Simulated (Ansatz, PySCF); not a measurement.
Ta(S)(F)2(OH) (F2HOSTa), SMILES [OH][Ta]([F])([F])=[S], multiplicity 1.

The structure is a stationary point at B3LYP-D3(BJ)/def2-SVP. The multiplicity is an assumed one; no other spin state was optimised. The structure was generated by enumeration; whether it is a known compound was not checked. The def2 effective core potentials stand for the cores of Ta; spin–orbit coupling is left out. Other conformers were not sampled.

Vertical ionisation energy (IE) and electron affinity (EA) in eV. Rows of orbital energies are one-electron estimates. Where ΔSCF, EOM or ADC give a negative EA the extra electron is unbound and the value depends on the basis.

| level | IE | EA |
|---|---|---|
| −ε(HOMO), −ε(LUMO), ωB97X/def2-TZVP (PySCF) | 10.26 | -0.19 |
| −ε(HOMO), −ε(LUMO), PBE/def2-TZVP (PySCF) | 6.78 | 2.69 |
| ΔSCF, PBE0/def2-SVPD (Ansatz), final states of multiplicity 2 and 2 | 10.27 | 0.25 |
| ΔSCF, PBE/def2-SVPD (Ansatz), final states of multiplicity 2 and 2 | 10.15 | 0.10 |

Question: What vertical singlet–triplet gap does ΔSCF give with PBE0/def2-SVPD (Ansatz, a quantum-chemistry and plane-wave program) and with PBE/def2-SVPD (Ansatz)? (The exact figures need the calculation; the answer reports its results.)

Answer: 3.72 and 4.00 eV (triplet above singlet where positive).
